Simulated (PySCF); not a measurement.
A structure optimised at B3LYP-D3(BJ)/def2-SVP, used in a PySCF frequency run:

```
Hf
Cl 1 2.3389
Cl 1 2.3389 2 109.47
Cl 1 2.3389 2 109.47 3 120.00
Cl 1 2.3389 2 109.47 3 -120.00
```

**Question.** Write its SMILES, formula and point group.

**Answer.** [Cl][Hf]([Cl])([Cl])[Cl], Cl4Hf, Td

**Question.** What are its rotational constants (standard atomic weights)?

**Answer.** 0.97725, 0.97725, 0.97725 GHz
